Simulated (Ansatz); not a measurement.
Consider the ligand exchange at a B–O bond: `COB(O)F` + HBr → `OB(F)Br` + CH₃OH.

Computed with Ansatz on PBE0-D4/def2-TZVP structures; ΔE is electronic, products minus reactants. CBS: MP2 limit from def2 TZ/QZ plus the TZ coupled-cluster correction, frozen cores. This one scheme is used for every species. Functionals use def2-TZVPP. HSE06 is defined as in plane-wave codes. For Br outer-core shells are correlated without core-valence functions, which leaves a few kJ/mol of doubt a bond. Scalar relativity is left out up to krypton. Each species was taken in one conformer, which may not be the lowest.

**Question.** Is it downhill or uphill in electronic energy at CCSD(T)/CBS, and by how much? (Estimate.)

**Answer.** The calculation gave: Uphill: ΔE = +0.59 eV.

**Question.** What do these levels give: BLYP-D4, HSE06, RPA@PBE/def2-TZVPP, CCSD(T)/def2-SVP, CCSD(T)/def2-TZVPP, HF/CBS(def2)? (An estimate is asked.)

**Answer.** Computed: BLYP-D4 0.60, HSE06 0.55, RPA@PBE/def2-TZVPP 0.61, CCSD(T)/def2-SVP 0.78, CCSD(T)/def2-TZVPP 0.62, HF/CBS(def2) 0.73 eV.

Largest T1 diagnostic among the species: 0.012.

Leaving LDA and LC-ωPBE aside and taking each functional with its dispersion term where it has one, the values, not all of them listed here, spread over 0.20 eV, from revPBE-D4 to CAM-B3LYP-D4. LDA lies +0.13 eV from PBE without D4. In def2-TZVPP, CCSD(T) changes the Hartree–Fock value by −0.10 eV (the triples alone add −0.02 eV) and MP2 by −0.16 eV.
